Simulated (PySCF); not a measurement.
Computed with PBE-D3(BJ)/def2-SVP // CAM-B3LYP-D3(BJ)/def2-SVP (PySCF). Gas-phase values, no solvent. 

Reference species: cyclo[14]carbon `c1c#cc#cc#cc#cc#cc#cc#1` (neutral, multiplicity 1).

* **HOMO–LUMO gap**: 2.89 eV
* **LUMO**: -3.44 eV
* **dipole moment**: 0.00 D
* **HOMO**: -6.33 eV

After one change: the HOMO–LUMO gap drops by 1.61 eV; the LUMO falls by 0.86 eV; the dipole moment is nearly the same; the HOMO rises by 0.75 eV.

**Question.** Which change was made? The new species is one of these.
A. cyclo[26]carbon `c1c#cc#cc#cc#cc#cc#cc#cc#cc#cc#cc#cc#cc#1`
B. cyclo[10]carbon `c1c#cc#cc#cc#cc#1`
C. cyclo[30]carbon `c1c#cc#cc#cc#cc#cc#cc#cc#cc#cc#cc#cc#cc#cc#cc#1`
D. cyclo[16]carbon `C1#CC#CC#CC#CC#CC#CC#CC#C1`

**Answer.** D, cyclo[16]carbon `C1#CC#CC#CC#CC#CC#CC#CC#C1`
